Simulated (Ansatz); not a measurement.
Mulliken charges of C3H5I (`C=CCI`) from r2SCAN/def2-TZVPP in Ansatz (PBE0-D4/def2-TZVP geometry).

| atom | x (Å) | y (Å) | z (Å) | charge (e) |
| --- | --- | --- | --- | --- |
| C1 | -0.135 | 1.227 | -0.678 | -0.148 |
| C2 | 0.553 | 0.183 | -0.248 | -0.170 |
| C3 | 0.074 | -0.980 | 0.545 | -0.043 |
| I4 | -2.000 | -0.974 | 1.065 | -0.110 |
| H5 | 0.347 | 2.009 | -1.251 | 0.083 |
| H6 | -1.195 | 1.334 | -0.472 | 0.089 |
| H7 | 1.616 | 0.120 | -0.480 | 0.083 |
| H8 | 0.226 | -1.915 | 0.005 | 0.108 |
| H9 | 0.602 | -1.052 | 1.497 | 0.108 |

Problem. By hand: the dipole of these point charges (1 e Å = 4.8032 D).

Solution. Σ q r = (0.289, -0.088, -0.022) e Å, of length 0.303 e Å = 1.46 D.

Problem. How does the dipole of the full density compare? (An estimate is asked.)

Solution. The calculation gave: (0.370, -0.003, -0.092) e Å, 1.83 D; the point charges give 0.80 times that, at 19° from its direction.

Point charges leave out the atoms' own dipoles, such as those of lone pairs, and Mulliken's split depends on the basis, so the two needn't agree.
